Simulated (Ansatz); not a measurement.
Isolated molecules relaxed with PBE0-D4/def2-TZVP in Ansatz; ΔE leaves out vibrations. CCSD(T)/CBS adds triple-zeta CCSD(T) − MP2 to the extrapolated MP2 energy (def2 sets, frozen cores). For Br outer-core shells are correlated without core-valence functions, which leaves a few kJ/mol of doubt a bond. Scalar relativity is left out up to krypton. Each species was taken in one conformer, which may not be the lowest.

`B[SiH2][CH]1[NH][AlH]1` + `FBr` → `B[SiH2]Br` + `F[CH]1[NH][AlH]1`  (formal exchange of groups at the Si–C bond)

```tsv
species	SCS-MP2/def2-QZVPP energy (Eh)
`B[SiH2][CH]1[NH][AlH]1`	-652.66187
`FBr`	-2672.69008
`B[SiH2]Br`	-2889.24180
`F[CH]1[NH][AlH]1`	-436.21893
```

Work out ΔE.

ΔE = (-2889.24180) + (-436.21893) − (-652.66187) − (-2672.69008) = -0.10878 Eh = -285.6 kJ/mol. CCSD(T)/CBS gives -286.5 kJ/mol.

Largest T1 diagnostic among the species: 0.015.

In def2-TZVPP, CCSD(T) changes the Hartree–Fock value by +37.3 kJ/mol (the triples alone add +6.1 kJ/mol) and MP2 by +28.5 kJ/mol. From PBE to PBE0 (25 % exact exchange), in def2-TZVPP and without D4, ΔE moves by −16.0 kJ/mol.
